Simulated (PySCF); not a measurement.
Cartesian coordinates in Å; atom numbers follow the order of the lines, from 1:
```xyz
13

B    -0.064    1.462    0.973
N     0.016    0.044    0.252
Si    1.565   -0.389   -0.298
Si   -1.485   -0.727    0.052
H     0.819    2.210    0.506
H     0.100    1.344    2.202
H    -1.184    1.967    0.753
H     2.128    0.489   -1.389
H     1.574   -1.788   -0.873
H     2.618   -0.388    0.780
H    -2.247   -0.922    1.338
H    -1.320   -2.113   -0.534
H    -2.451   -0.024   -0.869
```

Total charge -1.

Geometry: PBE0-D3(BJ)/def2-SVP; GIAO absolute shieldings from PySCF 2.14, gas phase, non-relativistic, averaged over equivalent atoms.

At PBE0/pcSseg-1 (127 basis functions, 9.8 s wall time on 1 thread of an Arm Neoverse V1, shared host):
| atoms | σ (ppm) |
| --- | --- |
| B1 | 125.1 |
| N2 | 276.1 |
| Si3/Si4 | 418.1 |
| H8/H9/H10/H11/H12/H13 | 26.73 |
| H5/H6/H7 | 29.06 |

**Question.** What do these become at wB97X-D/pcSseg-2?

**Answer.** 
```tsv
atoms	σ at wB97X-D/pcSseg-2	change
B1	124.5	-0.6
N2	272.4	-3.7
Si3/Si4	408.5	-9.6
H8/H9/H10/H11/H12/H13	26.80	+0.07
H5/H6/H7	29.25	+0.19
```

The largest change is at Si3/Si4 (silicon bonded to N, 3 H). Cost: 284 basis functions, 43 s wall time on 1 thread of an Arm Neoverse V1, shared host.
